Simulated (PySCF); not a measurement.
# TeSe⁻: script and output

Input:

```python
from pyscf import gto, dft

mol = gto.M(
    atom='Te 0 0 0; Se 0 0 2.408',
    basis='sbkjc',
    ecp={'Te': 'sbkjc', 'Se': 'sbkjc'},
    charge=-1,
    spin=1,
    verbose=4,
)
mf = dft.UKS(mol, xc='revtpss')
mf.kernel()
g = mf.nuc_grad_method()
g.grid_response = True
g.kernel()
mf.dip_moment()
print('orbital energies (hartree):', [e[max(0, n-3):n+3].round(4) for e, n in zip(mf.mo_energy, mol.nelec)])
```

```bash
$ OMP_NUM_THREADS=1 python input.py
```

It prints (some set-up lines and the per-cycle HOMO/LUMO lines with their warnings removed):

```
PySCF version 2.14.0

[INPUT] Symbol           X                Y                Z      unit          X                Y                Z       unit  Magmom
[INPUT]  1 Te     0.000000000000   0.000000000000   0.000000000000 AA    0.000000000000   0.000000000000   0.000000000000 Bohr   0.0
[INPUT]  2 Se     0.000000000000   0.000000000000   2.408000000000 AA    0.000000000000   0.000000000000   4.550460507953 Bohr   0.0

nuclear repulsion = 7.91128720644519
number of shells = 8
number of NR pGTOs = 40
number of NR cGTOs = 16
basis = sbkjc
ecp = {'Te': 'sbkjc', 'Se': 'sbkjc'}

******** <class 'pyscf.dft.uks.UKS'> ********
method = UKS
initial guess = minao
damping factor = 0
level_shift factor = 0
DIIS = <class 'pyscf.scf.diis.CDIIS'>
SCF conv_tol = 1e-09
SCF max_cycles = 50
number electrons alpha = 7  beta = 6
XC functionals = revtpss

grids dens level: 3
tot grids = 42384
init E= -17.0639500475807

cycle= 1 E= -17.4598059489118  delta_E= -0.396  |g|= 0.0787  |ddm|= 1.96
cycle= 2 E= -17.4611602157558  delta_E= -0.00135  |g|= 0.0695  |ddm|= 0.375
cycle= 3 E= -17.4629449118836  delta_E= -0.00178  |g|= 0.0614  |ddm|= 0.253
cycle= 4 E= -17.4674303014417  delta_E= -0.00449  |g|= 0.00591  |ddm|= 0.124
cycle= 5 E= -17.4674708438657  delta_E= -4.05e-05  |g|= 0.000488  |ddm|= 0.0126
cycle= 6 E= -17.4674711580749  delta_E= -3.14e-07  |g|= 8.81e-05  |ddm|= 0.00127
cycle= 7 E= -17.4674711708423  delta_E= -1.28e-08  |g|= 1.52e-05  |ddm|= 0.000311
cycle= 8 E= -17.467471171274  delta_E= -4.32e-10  |g|= 2.15e-06  |ddm|= 6.73e-05
Extra cycle  E= -17.4674711712426  delta_E= 3.14e-11  |g|= 5.71e-06  |ddm|= 1.66e-05
converged SCF energy = -17.4674711712426  <S^2> = 0.75084984  2S+1 = 2.0008497

******** <class 'pyscf.grad.uks.Gradients'> for <class 'pyscf.dft.uks.UKS'> ********
unit = Eh/Bohr
grid_response = True
--------------- UKS gradients ---------------
         x                y                z
0 Te    -0.0000000000    -0.0000000000     0.0627235866
1 Se     0.0000000000     0.0000000000    -0.0627235866
----------------------------------------------

WARN: System has nonzero charge -1; the dipole moment is origin-dependent.
Location of origin: [0. 0. 0.]

Dipole moment(X, Y, Z, Debye): -0.00000, -0.00000, -6.12715
orbital energies (hartree): [array([-0.0505,  0.0092,  0.0329,  0.1194,  0.3377,  0.3437]), array([-0.0465, -0.044 ,  0.0377,  0.0439,  0.1267,  0.3416])]
```

In short: E(SCF) = -17.467471 Eh, 8 cycles, ⟨S²⟩ = 0.751, gradient on the second atom -0.0627 Eh/bohr.

Run time: 2.6 s on 1 thread of Arm Neoverse V1 (shared host).

The basis has no diffuse functions, which an anion needs. The bond length is a typed value, not an optimised one. The dipole of an ion depends on the origin. No search for the lowest solution was made.
